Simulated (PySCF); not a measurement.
# Cr²⁺ (chromium, charge +2) across methods

[Ar] 3d3 4p1, one real determinant (an excited configuration). Calculation: PySCF 2.14, in x2c-TZVPPall with one added diffuse shell each of s, p, d, f type (7s6p5d3f1g, 80 functions); scalar relativity by spin-free X2C-1e.

```json
{"method": "PBE0", "E (hartree)": "-1049.260", "mean ε 3p β (eV)": "-74.807", "mean ε 3d α (eV)": "-33.681", "mean ε 4p α (eV)": "-17.248", "Σ⟨r²⟩ (bohr²)": "23.52", "⟨S²⟩": "6.001"}
{"method": "r2SCAN", "E (hartree)": "-1049.439", "mean ε 3p β (eV)": "-72.668", "mean ε 3d α (eV)": "-31.784", "mean ε 4p α (eV)": "-16.649", "Σ⟨r²⟩ (bohr²)": "23.43", "⟨S²⟩": "6.001"}
{"method": "MN15", "E (hartree)": "-1049.944", "mean ε 3p β (eV)": "-76.260", "mean ε 3d α (eV)": "-34.000", "mean ε 4p α (eV)": "-17.560", "Σ⟨r²⟩ (bohr²)": "23.45", "⟨S²⟩": "6.000"}
{"method": "revPBE", "E (hartree)": "-1049.369", "mean ε 3p β (eV)": "-71.784", "mean ε 3d α (eV)": "-31.061", "mean ε 4p α (eV)": "-16.603", "Σ⟨r²⟩ (bohr²)": "23.47", "⟨S²⟩": "6.000"}
{"method": "LDA", "E (hartree)": "-1047.104", "mean ε 3p β (eV)": "-71.890", "mean ε 3d α (eV)": "-31.135", "mean ε 4p α (eV)": "-16.640", "Σ⟨r²⟩ (bohr²)": "23.35", "⟨S²⟩": "6.000"}
{"method": "UHF", "E (hartree)": "-1048.46572", "mean ε 3p β (eV)": "-82.275", "mean ε 3d α (eV)": "-40.721", "mean ε 4p α (eV)": "-18.687", "Σ⟨r²⟩ (bohr²)": "24.05", "⟨S²⟩": "6.002"}
{"method": "PBE", "E (hartree)": "-1049.221", "mean ε 3p β (eV)": "-71.811", "mean ε 3d α (eV)": "-31.102", "mean ε 4p α (eV)": "-16.617", "Σ⟨r²⟩ (bohr²)": "23.45", "⟨S²⟩": "6.000"}
{"method": "M06-L", "E (hartree)": "-1049.409", "mean ε 3p β (eV)": "-72.733", "mean ε 3d α (eV)": "-31.314", "mean ε 4p α (eV)": "-16.411", "Σ⟨r²⟩ (bohr²)": "23.33", "⟨S²⟩": "6.001"}
{"method": "B97-3", "E (hartree)": "-1049.343", "mean ε 3p β (eV)": "-75.042", "mean ε 3d α (eV)": "-33.721", "mean ε 4p α (eV)": "-17.150", "Σ⟨r²⟩ (bohr²)": "23.50", "⟨S²⟩": "6.001"}
```

⟨L²⟩ = 14.01 against 20 for a pure G term, so this real determinant mixes terms.
